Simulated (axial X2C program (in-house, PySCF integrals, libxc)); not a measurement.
**Low determinants of CoB⁻ at the PBE0 level, 2c**

All values were computed with an axial X2C code built on PySCF integrals. Two-component (2c) means X2C with spin–orbit coupling and atomic mean-field two-electron Coulomb and Gaunt terms. Basis: Co dyall-acv3z [10s11p7d4f2g], B dyall-av3z [8s7p3d2f] (cores contracted in-house); Gaussian nuclei, density fitting, unrestricted open shells. Masses: Co 58.933 u, B 11.009 u.

Search at 1.752 Å (vertical energies from the lowest determinant):

| ΔE (eV) | state | electrons beyond evenly filled partner blocks | electrons in ±ω = 1/2, 3/2, 5/2, 7/2 |
| --- | --- | --- | --- |
| 0.00 | Ω = 5/2 | ω = 5/2 | 24 8 1 0 |
| 0.12 | Ω = 3/2 | ω = 3/2 | 24 7 2 0 |
| 0.79 | Ω = 9/2 | ω = 1/2, ω = 3/2, ω = 5/2 | 23 9 1 0 |
| 0.91 | Ω = 1/2 | ω = 1/2 | 23 8 2 0 |
| 0.98 | Ω = 1/2 | ω = -1/2, ω = -3/2, ω = 5/2 | 23 9 1 0 |
| 1.00 | Ω = 7/2 | ω = 1/2, 2 × ω = 3/2 | 23 8 2 0 |
| 1.03 | Ω = 3/2 | 2 × ω = -1/2, ω = 5/2 | 24 8 1 0 |

Lowest determinant, Ω = 5/2 (⟨Sz⟩ = 0.50, ⟨Lz⟩ = 2.00 at PBE0): Re = 1.750 Å, ωe = 625.2 cm⁻¹.

The determinant in row 2 of the search, Ω = 3/2 (⟨Sz⟩ = -0.50, ⟨Lz⟩ = 2.00 at PBE0), was followed along the bond at PBE0; measured from the minimum of the lowest determinant it gives:

Te = 0.120 eV (969 cm⁻¹), Re = 1.749 Å, ωe = 628.1 cm⁻¹.

(1) Compare the bond of the determinant in row 2 with that of the lowest one.

The search compares states at one distance, so a state with another bond length can lie lower; it is not exhaustive and yields mostly the lowest determinant of each block pattern, so other components and higher states of one pattern are missing. These are energies of single determinants, not of spin-adapted states; PBE0 term energies can be off by some tenths of an eV, and the functional has no current term. For an anion, determinants above electron detachment are held by the basis set. The highest occupied level of some functionals is positive through self-interaction error; at Hartree–Fock it is bound. Row 1 has a positive highest level at its minimum. Row 2 has a positive highest level at its minimum.

Answers

(1) At PBE0 its Re is 0.001 Å shorter and its force constant, which goes as ωe², is 1.01 times that of the lowest determinant. T0 ≈ Te + Δωe/2 = 969 + (1) = 970 cm⁻¹.
